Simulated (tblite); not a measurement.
Start geometry of `C#C[C@@H](CC)NC(=O)[SiH3]` from a force field or distance geometry (Å):
```
atom  x, y, z in Å
C1    -1.332    2.647   -1.796
C2    -1.101    1.759   -1.031
C3    -0.803    0.656   -0.059
C4    -1.808   -0.435   -0.353
C5    -1.536   -1.562    0.626
N6     0.523    0.187   -0.294
C7     1.460    0.217    0.779
O8     1.166    0.641    1.942
Si9    3.194   -0.392    0.509
H10   -1.572    3.444   -2.460
H11   -1.002    1.010    0.973
H12   -1.606   -0.801   -1.383
H13   -2.868   -0.066   -0.271
H14   -1.264   -2.512    0.092
H15   -0.709   -1.272    1.302
H16   -2.433   -1.705    1.280
H17    0.812   -0.171   -1.248
H18    3.803   -0.477    1.844
H19    3.909    0.574   -0.343
H20    3.161   -1.730   -0.112
```

Question: What comes out of this run: GFN2-xTB geometry optimisation, gas phase in tblite?

Answer: 
```
atom  x, y, z in Å
C1    -1.2583    2.6268   -1.8157
C2    -1.0858    1.7501   -1.0193
C3    -0.8327    0.6545   -0.0981
C4    -1.7661   -0.5290   -0.4010
C5    -1.6048   -1.6483    0.6191
N6     0.5645    0.2563   -0.1744
C7     1.4045    0.2799    0.8835
O8     1.0426    0.6386    1.9910
Si9    3.2079   -0.2831    0.5378
H10   -1.4294    3.4109   -2.4916
H11   -0.9854    0.9974    0.9332
H12   -1.5499   -0.9024   -1.4057
H13   -2.7946   -0.1633   -0.3951
H14   -2.2808   -2.4688    0.3903
H15   -0.5856   -2.0290    0.6141
H16   -1.8253   -1.2854    1.6201
H17    0.9054   -0.0362   -1.0766
H18    3.9117   -0.4026    1.8055
H19    3.8207    0.7096   -0.3476
H20    3.1363   -1.5653   -0.1726
```

The energy falls by 16.7 kcal/mol over 179 L-BFGS steps, the largest force on an atom goes from 3.52 to 0.008 eV/Å, and the atoms move by 0.397 Å rms after alignment. The bond that changes most is N6–C7 (nitrogen bound to a carbonyl carbon to carbonyl carbon), which shortens by 0.074 Å. Bonds longer at the end by more than 0.005 Å: 4 of 19; shorter: 14. Among the angles that change most is N6–C3–H11, from 115.1° to 105.6°. Among the dihedrals that turn most is C3–C4–C5–H15, from 2° to -60°. Rotational constants go from 1884, 809.3, 664.0 to 1796, 822.8, 663.1 MHz. The orientation of the end geometry is arbitrary; only internal coordinates are fixed.

Time: 2.4 s. Hardware: Arm Neoverse N1, one thread, on a shared host.

GFN2-xTB frequencies show an imaginary mode (37i cm⁻¹), so the point is no minimum at that level. 3 starts were optimised and ended at 0.00, 0.12 and 0.34 kcal/mol (GFN2-xTB); the lowest of these is shown.

All values are computed, not measured.
